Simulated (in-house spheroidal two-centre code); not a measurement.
Computed with a spheroidal two-centre code. Model: one electron and two fixed point charges, non-relativistic, separated in prolate spheroidal coordinates (energies exact to about nine digits).

With r1 and r2 the distances to the charges and R their separation, ξ = (r1 + r2)/R and η = (r1 − r2)/R; m is the angular momentum about the axis. The force apart is −d(total energy)/dR, and minima and barriers are those of the total energy. The separation constant A is the eigenvalue of −d/dη(1−η²)d/dη + m²/(1−η²) − p²η² − R(Z2−Z1)η, with p² = −E R²/2 and E the electronic energy.

Command:
```bash
python run_two.py task.json out
```
Settings:
```
Z1                     1
Z2                     1
xi_nodes               0
eta_nodes              0
m                      0
```

Time taken, with all properties: 0.4 s on 1 thread of Intel(R) Xeon(R) Processor @ 2.30GHz, with other jobs on the host.

**Energy curve, total energy includes the repulsion of the charges.**

Given: first charge 1; second charge 1; united atom label 1s sigma g; nodes in ξ 0; nodes in η 0.

Computed: united atom energy -2 hartree; innermost minimum distance 1.9972 bohr; innermost minimum curvature 0.10297 hartree/bohr².

```json
{"distance (bohr)": "0.129", "electronic energy (hartree)": "-1.96585026", "total energy (hartree)": "5.78608772", "kinetic energy (hartree)": "1.9064", "force apart (hartree/bohr)": "59.632"}
{"distance (bohr)": "0.173", "electronic energy (hartree)": "-1.9437141", "total energy (hartree)": "3.83663272", "kinetic energy (hartree)": "1.8502", "force apart (hartree/bohr)": "32.872"}
{"distance (bohr)": "0.232", "electronic energy (hartree)": "?", "total energy (hartree)": "?", "kinetic energy (hartree)": "?", "force apart (hartree/bohr)": "?"}
{"distance (bohr)": "0.31", "electronic energy (hartree)": "-1.86019749", "total energy (hartree)": "1.36560897", "kinetic energy (hartree)": "1.658", "force apart (hartree/bohr)": "9.7535"}
{"distance (bohr)": "0.416", "electronic energy (hartree)": "-1.79014638", "total energy (hartree)": "0.61369977", "kinetic energy (hartree)": "1.5146", "force apart (hartree/bohr)": "5.116"}
{"distance (bohr)": "0.557", "electronic energy (hartree)": "-1.69843478", "total energy (hartree)": "0.0968973573", "kinetic energy (hartree)": "1.3457", "force apart (hartree/bohr)": "2.5899"}
{"distance (bohr)": "0.746", "electronic energy (hartree)": "-1.58465533", "total energy (hartree)": "-0.244172757", "kinetic energy (hartree)": "1.1605", "force apart (hartree/bohr)": "1.2283"}
{"distance (bohr)": "1", "electronic energy (hartree)": "-1.45178631", "total energy (hartree)": "-0.451786313", "kinetic energy (hartree)": "0.97275", "force apart (hartree/bohr)": "0.52096"}
{"distance (bohr)": "1.25", "electronic energy (hartree)": "-1.34179657", "total energy (hartree)": "-0.541796568", "kinetic energy (hartree)": "0.83771", "force apart (hartree/bohr)": "0.23673"}
{"distance (bohr)": "1.5", "electronic energy (hartree)": "-1.24898987", "total energy (hartree)": "-0.582323206", "kinetic energy (hartree)": "0.73697", "force apart (hartree/bohr)": "0.1031"}
{"distance (bohr)": "1.75", "electronic energy (hartree)": "-1.17014459", "total energy (hartree)": "-0.59871602", "kinetic energy (hartree)": "0.66061", "force apart (hartree/bohr)": "0.035369"}
{"distance (bohr)": "2", "electronic energy (hartree)": "-1.10263421", "total energy (hartree)": "-0.602634214", "kinetic energy (hartree)": "0.60206", "force apart (hartree/bohr)": "-0.00028798"}
{"distance (bohr)": "2.25", "electronic energy (hartree)": "-1.04439655", "total energy (hartree)": "-0.599952103", "kinetic energy (hartree)": "0.55687", "force apart (hartree/bohr)": "-0.019147"}
{"distance (bohr)": "2.5", "electronic energy (hartree)": "-0.993823511", "total energy (hartree)": "-0.593823511", "kinetic energy (hartree)": "0.52197", "force apart (hartree/bohr)": "-0.02874"}
{"distance (bohr)": "2.75", "electronic energy (hartree)": "-0.949655398", "total energy (hartree)": "-0.586019034", "kinetic energy (hartree)": "0.49518", "force apart (hartree/bohr)": "-0.033033"}
{"distance (bohr)": "3", "electronic energy (hartree)": "-0.910896197", "total energy (hartree)": "-0.577562864", "kinetic energy (hartree)": "0.47489", "force apart (hartree/bohr)": "-0.034226"}
{"distance (bohr)": "3.25", "electronic energy (hartree)": "-0.876749354", "total energy (hartree)": "-0.569057047", "kinetic energy (hartree)": "0.45989", "force apart (hartree/bohr)": "-0.033591"}
{"distance (bohr)": "3.5", "electronic energy (hartree)": "?", "total energy (hartree)": "?", "kinetic energy (hartree)": "?", "force apart (hartree/bohr)": "?"}
{"distance (bohr)": "3.75", "electronic energy (hartree)": "-0.819828368", "total energy (hartree)": "-0.553161701", "kinetic energy (hartree)": "0.4422", "force apart (hartree/bohr)": "-0.029591"}
{"distance (bohr)": "4", "electronic energy (hartree)": "-0.796084884", "total energy (hartree)": "-0.546084884", "kinetic energy (hartree)": "0.43812", "force apart (hartree/bohr)": "-0.026992"}
{"distance (bohr)": "4.25", "electronic energy (hartree)": "-0.774968431", "total energy (hartree)": "-0.539674314", "kinetic energy (hartree)": "0.43646", "force apart (hartree/bohr)": "-0.024286"}
{"distance (bohr)": "4.5", "electronic energy (hartree)": "-0.756162253", "total energy (hartree)": "-0.533940031", "kinetic energy (hartree)": "0.43674", "force apart (hartree/bohr)": "-0.021599"}
{"distance (bohr)": "4.75", "electronic energy (hartree)": "-0.739392577", "total energy (hartree)": "-0.528866261", "kinetic energy (hartree)": "0.43855", "force apart (hartree/bohr)": "-0.019013"}
{"distance (bohr)": "5", "electronic energy (hartree)": "-0.724420295", "total energy (hartree)": "-0.524420295", "kinetic energy (hartree)": "0.4415", "force apart (hartree/bohr)": "-0.016584"}
{"distance (bohr)": "5.25", "electronic energy (hartree)": "-0.711034837", "total energy (hartree)": "-0.520558647", "kinetic energy (hartree)": "0.44526", "force apart (hartree/bohr)": "-0.014343"}
{"distance (bohr)": "5.5", "electronic energy (hartree)": "-0.69904969", "total energy (hartree)": "-0.517231508", "kinetic energy (hartree)": "0.44953", "force apart (hartree/bohr)": "-0.012309"}
{"distance (bohr)": "5.75", "electronic energy (hartree)": "-0.688299115", "total energy (hartree)": "-0.514386071", "kinetic energy (hartree)": "0.45407", "force apart (hartree/bohr)": "-0.01049"}
{"distance (bohr)": "6", "electronic energy (hartree)": "-0.678635715", "total energy (hartree)": "-0.511969049", "kinetic energy (hartree)": "0.45868", "force apart (hartree/bohr)": "-0.0088812"}
{"distance (bohr)": "7.06", "electronic energy (hartree)": "-0.646983024", "total energy (hartree)": "-0.505339965", "kinetic energy (hartree)": "0.47612", "force apart (hartree/bohr)": "-0.0041389"}
{"distance (bohr)": "8.3", "electronic energy (hartree)": "-0.622519656", "total energy (hartree)": "-0.502037728", "kinetic energy (hartree)": "0.48899", "force apart (hartree/bohr)": "-0.0015719"}
{"distance (bohr)": "9.77", "electronic energy (hartree)": "-0.603034574", "total energy (hartree)": "-0.500680429", "kinetic energy (hartree)": "0.49595", "force apart (hartree/bohr)": "-0.00048384"}
{"distance (bohr)": "11.5", "electronic energy (hartree)": "-0.587178439", "total energy (hartree)": "-0.500221917", "kinetic energy (hartree)": "0.49875", "force apart (hartree/bohr)": "-0.00012774"}
{"distance (bohr)": "13.5", "electronic energy (hartree)": "-0.574157789", "total energy (hartree)": "-0.500083715", "kinetic energy (hartree)": "0.49963", "force apart (hartree/bohr)": "-3.3938e-05"}
{"distance (bohr)": "15.9", "electronic energy (hartree)": "-0.56293049", "total energy (hartree)": "-0.500037409", "kinetic energy (hartree)": "0.49987", "force apart (hartree/bohr)": "-1.054e-05"}
{"distance (bohr)": "18.7", "electronic energy (hartree)": "-0.553494696", "total energy (hartree)": "-0.500018761", "kinetic energy (hartree)": "0.49994", "force apart (hartree/bohr)": "-4.1231e-06"}
{"distance (bohr)": "22", "electronic energy (hartree)": "-0.545464246", "total energy (hartree)": "-0.5000097", "kinetic energy (hartree)": "0.49997", "force apart (hartree/bohr)": "-1.7768e-06"}
```

Q: What belongs in the row 0.232?

A: electronic energy (hartree): -1.90963913; total energy (hartree): 2.40070569; kinetic energy (hartree): 1.7685; force apart (hartree/bohr): 17.971.

Q: What belongs in the row 3.5?

A: electronic energy (hartree): -0.846569824; total energy (hartree): -0.560855539; kinetic energy (hartree): 0.44924; force apart (hartree/bohr): -0.031889.

Q: What is the innermost minimum total energy?

A: -0.60263 hartree.

**Where the electron sits, z along the axis from the midpoint, the separation constant A tends to l(l+1) at zero distance; at short distance the term in R(Z2−Z1)η can raise or lower it, and at long distance it falls (p² = -ER²/2).**

| distance (bohr) | mean z squared (bohr²) | mean squared distance from axis (bohr²) | separation constant |
| --- | --- | --- | --- |
| 0.0718 | 0.25303 | 0.50521 | -0.0017086 |
| 0.129 | 0.25896 | 0.51512 | -0.0054563 |
| 0.232 | ? | ? | ? |
| 0.416 | 0.31675 | 0.60334 | -0.05199 |
| 0.746 | 0.41967 | 0.73665 | -0.1499 |
| 1.25 | 0.63744 | 0.95783 | -0.36623 |
| 1.75 | 0.93103 | 1.1775 | -0.64734 |
| 2.25 | 1.3162 | 1.3853 | -0.99245 |
| 2.75 | 1.8114 | 1.5726 | -1.406 |
| 3.25 | 2.4371 | 1.7325 | -1.8964 |
| 3.75 | 3.2129 | 1.8604 | -2.4742 |
| 4.25 | 4.1543 | 1.9544 | -3.1512 |
| 4.75 | 5.269 | 2.0162 | -3.939 |
| 5.25 | 6.5558 | 2.0507 | -4.8477 |
| 5.75 | 8.0056 | 2.0646 | -5.885 |
| 7.06 | 12.479 | 2.0513 | -9.242 |
| 9.77 | ? | ? | ? |
| 13.5 | 46.224 | 1.9981 | -38.895 |
| 18.7 | 88.183 | 1.9988 | -78.129 |

Q: What belongs in the row 0.232?

A: mean z squared (bohr²): 0.27521; mean squared distance from axis (bohr²): 0.54128; separation constant: -0.01717.

Q: What belongs in the row 9.77?

A: mean z squared (bohr²): 24.319; mean squared distance from axis (bohr²): 2.0078; separation constant: -19.118.
